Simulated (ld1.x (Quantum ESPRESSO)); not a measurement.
## La: TM pseudisation with LDA (PZ), scalar-relativistic reference atom.

* Element: La
* Generator: ld1.x (Quantum ESPRESSO) 7.5
* Type: norm-conserving Troullier–Martins (Kleinman–Bylander form)
* Functional: LDA (PZ)
* Relativity: scalar-relativistic
* Frozen core: [Kr] 4d10
* Valence charge: 11
* Reference configuration: 4f0 5s2 5p6 5d0 6s0 6p0 (charge +3)
* Partial waves: 5p (bound): rc 3.00 bohr; 5d (bound, empty): rc 3.00 bohr; 4f (bound, empty): rc 1.30 bohr; 5s (bound): rc 2.60 bohr
* Local potential: the s channel
* Core correction: Bessel-smoothed model core inside 0.65 bohr

Poles of the logarithmic derivatives, all-electron (AE) and pseudo (PS). s: poles at -4.5, 0.5 (AE) and -4.5, -0.8, 3.9 (PS) Ry. p: poles at -3.2, 1.6 (AE) and -3.2, 2.3 (PS) Ry. d: poles at -1.2, 3.5 (AE) and -1.2, 3.4 (PS) Ry. f: poles at -2.0, 1.1 (AE) and -2.0, 1.1 (PS) Ry. Test radius 3.24 bohr.

* Cutoffs needed: 15 Ry and 30 Ry (the cutoffs (Ry, on a coarse ladder) from which the occupation-weighted sum of valence levels, in a spherical-Bessel basis at the reference potential, stays within 10 and 1 mRy of its value at 400 Ry) The cutoffs count occupied waves only; the empty 4f level needs 160 Ry at the loose tolerance.
* Ghost test: no extra level below or beside the all-electron valence levels (p, d, f, s tested) (spherical-Bessel basis up to 400 Ry, 20 bohr box)
* Configuration tests: 3 of 9 tests not solved or not reliable; not counted: 4f0 5s2 5p6 5d1 6s2 6p0 (solver errors, printed error -829 eV); 4f0 5s2 5p6 5d1 6s2 6p0 (spin-polarised) (solver errors, printed error -826 eV)
